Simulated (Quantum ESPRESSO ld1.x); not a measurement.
Results of a calculation; reference values are marked as such.
Species: Re2+. Configuration: [Xe] 4f14 5d(up 5, down 0).

Level of theory: scalar-relativistic Kohn-Sham, LDA (Slater exchange, VWN5 correlation), spin-polarised, spherical densities, point nucleus (ld1.x of Quantum ESPRESSO 7.5).

Energy parts (hartree):
part                      energy
total                 -16681.813
kinetic                18433.861
electron-nucleus      -41262.294
Hartree                 6467.146
exchange-correlation    -320.526

Orbitals (lengths in bohr, moments of r in powers of bohr; r(max) is where P^2 peaks; r(90%) holds 90 % of the orbital's charge):
| orbital | occ. | eigenvalue (hartree) | <1/r> | r(max) | r(90%) | <r^2> |
|---|---|---|---|---|---|---|
| 1s up | 1 | -2632.15 | 88.73 | 0.011 | 0.0329 | 0.0004483 |
| 1s down | 1 | -2632.15 | 88.73 | 0.011 | 0.0329 | 0.0004483 |
| 2s up | 1 | -456.909 | 20.76 | 0.065 | 0.118 | 0.006882 |
| 2s down | 1 | -456.900 | 20.76 | 0.065 | 0.118 | 0.006882 |
| 2p up | 3 | -398.946 | 18.75 | 0.053 | 0.111 | 0.005711 |
| 2p down | 3 | -398.939 | 18.75 | 0.053 | 0.111 | 0.005711 |
| 3s up | 1 | -106.229 | 7.686 | 0.182 | 0.290 | 0.04464 |
| 3s down | 1 | -106.225 | 7.686 | 0.182 | 0.290 | 0.04463 |
| 3p up | 3 | -89.1418 | 7.082 | 0.181 | 0.296 | 0.04545 |
| 3p down | 3 | -89.1375 | 7.082 | 0.181 | 0.296 | 0.04545 |
| 3d up | 5 | -69.7443 | 6.689 | 0.147 | 0.278 | 0.03766 |
| 3d down | 5 | -69.7378 | 6.689 | 0.147 | 0.278 | 0.03766 |
| 4s up | 1 | -22.6248 | 3.275 | 0.412 | 0.633 | 0.2194 |
| 4s down | 1 | -22.6159 | 3.275 | 0.412 | 0.633 | 0.2194 |
| 4p up | 3 | -17.0181 | 2.972 | 0.433 | 0.681 | 0.2501 |
| 4p down | 3 | -17.0091 | 2.972 | 0.433 | 0.681 | 0.2500 |
| 4d up | 5 | -9.98559 | 2.648 | 0.443 | 0.750 | 0.2901 |
| 4d down | 5 | -9.97464 | 2.649 | 0.443 | 0.749 | 0.2896 |
| 4f up | 7 | -2.17755 | 2.160 | 0.416 | 0.960 | 0.4230 |
| 4f down | 7 | -2.15782 | 2.169 | 0.416 | 0.949 | 0.4151 |
| 5s up | 1 | -3.78151 | 1.292 | 0.940 | 1.49 | 1.211 |
| 5s down | 1 | -3.70512 | 1.303 | 0.933 | 1.48 | 1.194 |
| 5p up | 3 | -2.38337 | 1.087 | 1.06 | 1.77 | 1.659 |
| 5p down | 3 | -2.28669 | 1.099 | 1.05 | 1.75 | 1.633 |
| 5d up | 5 | -0.83915 | 0.7302 | 1.41 | 2.72 | 3.659 |
| 5d down | 0 | -0.72406 | 0.7250 | 1.40 | 2.81 | 3.837 |

The highest occupied level is 5d up at -22.834 eV. Summed over all electrons, <r^2> = 42.06 bohr^2, which gives a Langevin (diamagnetic) susceptibility term of -33.3 x 10^-6 cm^3/mol. The density falls to 0.001 e/bohr^3 at r = 3.67 bohr.
